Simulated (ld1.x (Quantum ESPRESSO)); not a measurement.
## Before and after: TM potential for Os

- Element: osmium
- Generator: ld1.x (Quantum ESPRESSO) 7.5
- Type: norm-conserving Troullier–Martins (Kleinman–Bylander form)
- Functional: BP86
- Relativity: scalar-relativistic
- Frozen core: [Kr] 4d10 4f14 5s2
- Valence charge: 14
- Reference configuration: 5p6 5d6 6s0 6p0 (charge +2)
- Partial waves: 6s (bound, empty): rc 1.75 bohr; 5p (bound): rc 1.15 bohr; 5d (bound): rc 2.00 bohr
- Local potential: all-electron potential smoothed inside 0.90 bohr (lloc = -1)
- Core correction: a·sin(br)/r model core inside 0.65 bohr

Change: reference 5p6 5d6.5 6s1.5 6p0.

Cutoffs: the cutoffs (Ry, on a coarse ladder) from which the occupation-weighted sum of valence levels, in a spherical-Bessel basis at the reference potential, stays within 10 and 1 mRy of its value at 400 Ry; they do not see the model core or the augmentation charge, which bear on the density cutoff. Errors are all-electron minus pseudo energies relative to the spin-unpolarised reference configuration.

**Question.** What does the change do?

**Answer.** Both files keep a bound ghost (s); the range in which the p phases agree widens (upper end -1.8 → -0.5); the range in which the d phases agree widens (upper end 2.2 → 3.5).

| quantity | base | changed |
| --- | --- | --- |
| cutoffs, loose and tight | 110 Ry, 160 Ry | not determined |
| bound ghosts | s | s |
| largest error over its own tests, meV | +1096 | +1052 |
| s: phases at 2.20 bohr within 0.05 rad from the reference energy up to (Ry; the scan ends near 5) | to the end of the scan | to the end of the scan |
| p: phases at 2.20 bohr within 0.05 rad from the reference energy up to (Ry; the scan ends near 5) | -1.8 | -0.5 |
| d: phases at 2.20 bohr within 0.05 rad from the reference energy up to (Ry; the scan ends near 5) | 2.2 | 3.5 |

Base: The cutoffs count occupied waves only; the empty 6p level needs 180 Ry at the loose tolerance. These tests converged, but a pseudo level misses the all-electron one widely, so the file describes the atom poorly there or has found another state: 5p6 5d5 6s0 6p0: empty 6p by 4.5 eV (a node warning on the way); 5p5 5d6 6s2 6p0: empty 6p by 2.4 eV. Changed file: These tests converged, but a pseudo level misses the all-electron one widely, so the file describes the atom poorly there or has found another state: 5p6 5d6 6s0 6p0: empty 6p by 2.4 eV; 5p5 5d6 6s2 6p0: empty 6p by 2.4 eV (a node warning on the way). A true bound ghost makes a file unfit for plane-wave use even where its test errors are small: the radial tests pick states by their node count and pass the ghost by.
